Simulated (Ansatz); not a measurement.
System: sum formula SiHF, net charge 1, doublet state. 
Structure (B3LYP-D3(BJ)/def2-TZVP (Ansatz, a quantum-chemistry and plane-wave program) minimum search):
```xyz
3

Si    -0.2631    -0.3345     0.3603
H     -1.0759    -1.3298    -0.4510
F      0.5288     0.6681    -0.5104
```
Charge +1, spin multiplicity 2.

Total electronic energies in hartree. Valence correlation only, unless marked. Open shells are spin-unrestricted. Spin-orbit coupling is left out. No relativistic terms. Basis-set limits of correlation are two-point, X^-3; Hartree-Fock from the larger set. [CCSD(T)-MP2]/basis is that difference in the basis named.

| level | program | energy (Eh) |
|---|---|---|
| HF/cc-pwCVTZ | Ansatz | -388.70245 |
| r2SCAN-D3(BJ)/def2-TZVPD | Ansatz + dftd3 | -389.57371 |
| PBE0/6-31G* | Ansatz | ___ |
| BHLYP-D3(BJ)/def2-TZVPD | Ansatz + dftd3 | -389.61218 |
| MP2/def2-QZVPPD | Ansatz | -389.06749 |
| MP2/CBS(cc-pV(T+d)Z,cc-pV(Q+d)Z) | Ansatz | -389.0869 |
| MP2/CBS(def2-TZVPP,def2-QZVPP) | Ansatz | -389.0888 |
| SCS-MP2/6-31G | Ansatz | -388.69603 |
| SCS-MP2/aug-cc-pV(T+d)Z | Ansatz | -389.03020 |
| CCSD/aug-cc-pV(D+d)Z | Ansatz | -388.93797 |
| CCSD/def2-SVP | Ansatz | -388.71975 |
| CCSD(T)/cc-pVTZ | Ansatz | -389.04179 |
| CCSD(T) with core electrons (1s frozen past Ne)/cc-pwCVTZ | Ansatz | -389.36843 |
| RI-MP2/CBS(cc-pV(T+d)Z,cc-pV(Q+d)Z)+[CCSD(T)-MP2]/cc-pV(D+d)Z | Ansatz | -389.1057 |
| CCSD(T)/CBS(aug-cc-pV(T+d)Z,aug-cc-pV(Q+d)Z) | Ansatz | -389.1076 |

Question: Complete the blanks.

Answer: 
- PBE0/6-31G*, energy (Eh): -389.34331
